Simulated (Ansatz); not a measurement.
`CC[O][Al]([Cl])[Cl]` + HCl → aluminium trichloride + ethanol at 298.15 K and 1 bar (ligand exchange at the Al–O bond).

Isolated molecules relaxed with PBE0-D4/def2-TZVP in Ansatz; ΔE leaves out vibrations. CCSD(T)/CBS is the MP2 limit (def2-TZVPP, def2-QZVPP) plus CCSD(T) − MP2 in def2-TZVPP, frozen cores. This one scheme is used for every species. One conformer a species, not always the lowest.

| species | CCSD(T)/CBS energy (Eh) | H − E (kJ/mol) | S (J/(mol·K)) |
| --- | --- | --- | --- |
| `CC[O][Al]([Cl])[Cl]` | -1316.05723 | 219.3 | 403.5 |
| HCl | -460.38127 | 26.6 | 186.8 |
| `[Cl][Al]([Cl])[Cl]` | -1621.56364 | 29.2 | 313.6 |
| `CCO` | -154.88256 | 224.2 | 269.4 |

H − E and S are ideal-gas, rigid-rotor, harmonic terms from PBE0-D4/def2-TZVP, for one conformer and one mirror image of each species. 1 Eh = 2625.50 kJ/mol, R = 8.31446 J/(mol·K).

Problem. By hand: ΔE, ΔH, ΔS and ΔG.

Solution. ΔE = (-1621.56364) + (-154.88256) − (-1316.05723) − (-460.38127) = -0.00770 Eh = -20.2 kJ/mol. Δ(H − E) = 29.2 + 224.2 − 219.3 − 26.6 = 7.5, so ΔH = -12.7 kJ/mol. ΔS = 313.6 + 269.4 − 403.5 − 186.8 = -7.3 J/(mol·K). ΔG = -12.7 − 298.15 × (-7.3)/1000 = -10.5 kJ/mol.

Problem. By hand: the equilibrium constant, and the temperature at which ΔG would vanish if ΔH and ΔS stayed fixed.

Solution. log₁₀ K = −ΔG/(RT ln 10) = 1.8. ΔG = 0 at ΔH/ΔS = 1740 K, though so small a ΔS makes that figure unsure.

The number of gas molecules stays the same, so ΔS is small and ΔH decides. A doubt of 5 kJ/mol in ΔE shifts log₁₀ K by 0.9 here. Other conformers and mirror images would add mixing entropy, several J/(mol·K) or more a flexible species. Modes under 60 cm⁻¹, often nearly free rotors, make the harmonic entropy too high. These are equilibria of isolated gas molecules and say nothing of rates. Largest T1 diagnostic: 0.010 (customary marks: 0.02 for closed shells, 0.045 for open ones).
